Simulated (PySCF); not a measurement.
## Electron correlation in Si (silicon, neutral)

[Ne] 3s2 3p1 4s1, high-spin 3P determinant (an excited configuration). All numbers are calculated (PySCF 2.14, the spin-free X2C one-electron Hamiltonian (Gaussian nucleus), in x2c-QZVPPall with one added diffuse shell each of s, p, d, f type (10s7p5d3f1g, 86 functions)). Frozen: [Ne]; 4 electrons correlated.

```
  level  correlation energy (mhartree)
   CCSD                         -68.63
    (T)                          -2.20
CCSD(T)                         -70.83
```

Diagnostics: T1 = 0.022, D1 = 0.0578, largest double amplitude 0.095.

The outer electron is Rydberg-like, and this basis confines it to a smaller radius and binds it less than a complete one would.

Cost of the coupled-cluster step: about 18 core-seconds, for 4 correlated electrons.
